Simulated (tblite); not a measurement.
Species: C₇H₇P₃.
Atom-mapped SMILES: `[CH:1]#[C:2][c:3]1[p:4][cH:5][p:6][c:7]([CH2:8][CH3:9])[p:10]1` (hydrogens: H11 on C1; H12 on C5; H13, H14 on C8; H15, H16, H17 on C9)

The geometry is computed with GFN2-xTB (gas phase).

(1) Give the optimised bond lengths and angles.

Answers

(1) 
| bond | length (Å) | order |
| --- | --- | --- |
| C1≡C2 | 1.204 | triple |
| C2–C3 | 1.413 | single |
| C3–P4 | 1.752 | aromatic |
| P4–C5 | 1.727 | aromatic |
| C5–P6 | 1.729 | aromatic |
| P6–C7 | 1.744 | aromatic |
| C7–C8 | 1.513 | single |
| C8–C9 | 1.527 | single |
| C7–P10 | 1.738 | aromatic |
| C3–P10 | 1.753 | aromatic |
| C1–H11 | 1.049 | single |
| C5–H12 | 1.089 | single |
| C8–H13, C8–H14 | 1.094 | single |
| C9–H15, C9–H16, C9–H17 | 1.089 | single |

Bonds in one row agree within 0.01 Å and their mean is given. Orders are formal, as drawn. A selection of angles:
| angle | degrees |
| --- | --- |
| C1–C2–C3 | 179.6 |
| C2–C3–P4 | 113.6 |
| C2–C3–P10 | 112.9 |
| P4–C3–P10 | 133.5 |
| C3–P4–C5 | 104.9 |
| P4–C5–P6 | 135.9 |
| C5–P6–C7 | 106.0 |
| P6–C7–C8 | 113.7 |
| P6–C7–P10 | 132.9 |
| C8–C7–P10 | 113.3 |
| C7–C8–C9 | 110.0 |
| C3–P10–C7 | 106.7 |

Dihedral angles: P6–C7–C8–C9 84° (synclinal). The mirror-image conformer, all signs reversed, is as good.

The 6-membered ring C3–P4–C5–P6–C7–P10 has internal angles of 104.9° to 135.9° (sum 720°, against 720° for a flat polygon); it is planar, 0.00 Å rms from its mean plane, widest ring torsion 0°. The 6 C–P bonds span 1.727 Å (P4–C5, aromatic) to 1.753 Å (C3–P10, aromatic), a spread of 0.026 Å. The C–C distances run from 1.204 Å (C1≡C2, drawn triple) to 1.527 Å (C8–C9, drawn single), a spread of 0.323 Å. Of the pairs four or more bonds apart, P6···H17 is among the closest relative to their van der Waals radii: 3.06 Å, 102 % of the sum of Bondi's values.

Point group: C1 (no symmetry element, even within 0.4 Å). Its GFN2-xTB frequencies are all real (lowest 40 cm⁻¹). One conformer, not necessarily the lowest.

The run took 0.78 s wall on one thread of an Arm Neoverse V2, no GPU, on a shared host. This is the geometry optimisation.
